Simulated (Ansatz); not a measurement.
The cluster Ge₃⁻, relaxed as a doublet with UKS B3LYP-D4/def2-TZVPD in Ansatz, starting from the GFN2-xTB geometry. Force threshold 0.02 eV/Å.

The relaxation made no stability test and no search for a lower SCF solution. The structure comes from a short search, and lower isomers may exist.

Start:

```xyz
3

Ge    0.065    0.917   -1.087
Ge   -0.141   -1.254   -0.296
Ge    0.076    0.336    1.383
```

```json
{"step": "1", "energy (eV)": "-169559.8491", "largest force component (eV/Å)": "1.107", "SCF passes": "21"}
{"step": "2", "energy (eV)": "-169559.9240", "largest force component (eV/Å)": "0.132", "SCF passes": "29"}
{"step": "3", "energy (eV)": "-169559.9253", "largest force component (eV/Å)": "0.007", "SCF passes": "32"}
```

Force components are those of the run's own axes.

End:

```xyz
3

Ge    0.067    0.949   -1.119
Ge   -0.146   -1.298   -0.306
Ge    0.079    0.349    1.425
```

By distances, no bond broke or formed. The bond that changes most is Ge1–Ge2, from 2.32 to 2.40 Å (atoms count from 1).

No frequencies were taken in this run, so the end may be a saddle point.

Hardware: 4 threads of Arm Neoverse V1 on a shared host. Wall time 14 s, peak host memory 0.62 GiB.
